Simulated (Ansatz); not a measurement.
System: BH₃Se, charge 0, singlet. BH3Se (SMILES B[SeH]).
B3LYP-D3(BJ)/def2-TZVP minimum from Ansatz (an electronic-structure program):
```xyz
5

B      0.4629    -0.0473    -1.4984
H     -0.2701    -0.5711    -2.2699
H      1.5021     0.4279    -1.8089
Se    -0.1344    -0.0093     0.3141
H      1.0228     0.6958     0.8925
```

Total energies in hartree (Ansatz). Radicals and triplets start from unrestricted determinants; spin-orbit coupling is neglected. Cores are frozen in correlated methods (noble-gas shells, and filled d and f shells in the p block). No relativity. Where a partner has so few electrons that a lower coupled-cluster level is exact, that level stands in.

```tsv
species	HF/cc-pVTZ	CCSD(T)/cc-pVTZ	HF/cc-pVQZ	CCSD(T)/cc-pVQZ	CCSDT(Q)/cc-pVTZ
1: BH3Se (SMILES B[SeH])	-2426.33313	-2426.64102	-2426.33815	-2426.66497	-2426.64258
2: B (doublet)	-24.53207	-24.59810	-24.53297	-24.60084	-24.59852
3: H (doublet)	-0.49981	-0.49981	-0.49995	-0.49995	-0.49981
4: Se (triplet)	-2399.87209	-2399.99441	-2399.87500	-2400.00700	-2399.99510
```

### Question
Work out the atomisation energy (electronic, to ground-state atoms) in kcal/mol: take Hartree-Fock from cc-pVQZ, extrapolate the CCSD(T) correlation energy as X^-3 (X = 3, 4), and add CCSDT(Q) - CCSD(T) in cc-pVTZ. 1 hartree = 627.51 kcal/mol.

### Answer

Species 1: correlation (64·(-0.32682) - 27·(-0.30789))/37 = -0.34063; step -0.00156; E1 = -2426.33815 + (-0.34063) + (-0.00156) = -2426.68034
Species 2: correlation (64·(-0.06787) - 27·(-0.06603))/37 = -0.06921; step -0.00042; E2 = -24.53297 + (-0.06921) + (-0.00042) = -24.60260
Species 3: correlation (64·(0.00000) - 27·(0.00000))/37 = 0.00000; step +0.00000; E3 = -0.49995 + (0.00000) + (+0.00000) = -0.49995
Species 4: correlation (64·(-0.13200) - 27·(-0.12232))/37 = -0.13906; step -0.00069; E4 = -2399.87500 + (-0.13906) + (-0.00069) = -2400.01475
-1·E1 +1·E2 +3·E3 +1·E4 = 0.56314 hartree = 353.4 kcal/mol.
